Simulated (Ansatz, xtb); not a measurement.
**Relaxing a trial structure of AlH3S3**

The starting geometry of this gas-phase singlet was built from a drawn formula by distance geometry and a force field; its bonds are those of `[AlH2][S]SS`.

```json
{"atom": "Al", "x (Å)": "-0.9385", "y (Å)": "2.2010", "z (Å)": "1.2452"}
{"atom": "S", "x (Å)": "0.2263", "y (Å)": "0.2740", "z (Å)": "1.6227"}
{"atom": "S", "x (Å)": "0.9220", "y (Å)": "0.2396", "z (Å)": "-0.3526"}
{"atom": "S", "x (Å)": "-0.5956", "y (Å)": "-1.0124", "z (Å)": "-0.9889"}
{"atom": "H", "x (Å)": "-2.4539", "y (Å)": "2.1164", "z (Å)": "0.7643"}
{"atom": "H", "x (Å)": "-0.2594", "y (Å)": "3.5996", "z (Å)": "1.5056"}
{"atom": "H", "x (Å)": "-1.4196", "y (Å)": "0.0368", "z (Å)": "-1.3625"}
```

**Question.** Predict what it relaxes into with r2SCAN-D4/def2-SVP.

**Answer.** A new bond forms, giving a structure given below by its coordinates. Contacts that close: Al1–S3 (3.14 → 2.44 Å).

The energy falls by 0.71 eV over 11 steps:

```
step  E − E(last) (eV)
   1             0.708
   2             0.344
   3             0.154
   4             0.079
   5             0.033
   7             0.002
   8             0.002
   9             0.001
  10             0.000
  11             0.000
```

Final geometry (Å):

```yaml
atoms:
  - { symbol: Al, position_ang: [-0.7933, 2.0650, 1.0899] }
  - { symbol: S, position_ang: [0.2722, 0.2743, 1.9732] }
  - { symbol: S, position_ang: [0.6795, 0.5243, -0.0896] }
  - { symbol: S, position_ang: [-0.5763, -0.7285, -1.2326] }
  - { symbol: H, position_ang: [-2.2190, 1.7872, 0.4482] }
  - { symbol: H, position_ang: [-0.1877, 3.4990, 1.3592] }
  - { symbol: H, position_ang: [-1.6941, 0.0335, -1.1146] }
```

From the same start GFN2-xTB reaches the same bonding as this run.

No frequencies were run, so the end isn't proven a minimum. Run with Ansatz 0.2.0, 22 s on 2 threads of Arm Neoverse V2, with other jobs on the host.
